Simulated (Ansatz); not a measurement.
Ansatz (an electronic-structure program) input:

Ansatz 0.2 input:
```yaml
crystal:
  periodic: [false, false, false]
  atoms:
    - {symbol: Si, position_ang: [1.51178254, 0.19104950, 0.41969333]}
    - {symbol: O, position_ang: [0.08849401, -0.05251268, -0.35056873]}
    - {symbol: Si, position_ang: [-1.54278186, -0.17265439, -0.29688964]}
    - {symbol: H, position_ang: [1.51847801, 1.52325122, 1.06842913]}
    - {symbol: H, position_ang: [1.71591878, -0.85057785, 1.45356486]}
    - {symbol: H, position_ang: [2.59933578, 0.11960503, -0.57866039]}
    - {symbol: H, position_ang: [-2.03370860, -0.45525031, -1.66206985]}
    - {symbol: H, position_ang: [-2.13099843, 1.09688766, 0.19077181]}
    - {symbol: H, position_ang: [-1.94298718, -1.27134589, 0.61326259]}
basis:
  gaussian:
    orbitals: cc-pVTZ
magnetization: {spin_polarized: false}
correlation: {method: ccsd_t, electrons: outside_noble_gas}
```

Q: What final total energy does it print?

A: -656.91426 Eh (CCSD(T)/cc-pVTZ). The basis has 182 functions.
